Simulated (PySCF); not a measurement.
Correlation energy of Ga⁺ (gallium, charge +1)

[Ar] 3d10 4s2, closed-shell 1S. Computed with PySCF 2.14 in aug-cc-pwCVTZ-PP with ECP10MDF (8s7p6d4f1g, 96 functions), with a scalar-relativistic core potential. Frozen: 3s2 3p6 3d10; 2 electrons correlated.

With two correlated electrons CCSD is exact within the correlated space (frozen core and kept virtual orbitals).

```
level  correlation energy (mhartree)
 CCSD                         -37.68
```

Diagnostics: T1 = 0.0075, D1 = 0.0107, largest double amplitude 0.095.

Cost of the coupled-cluster step: roughly 5 core-seconds, for 2 correlated electrons.
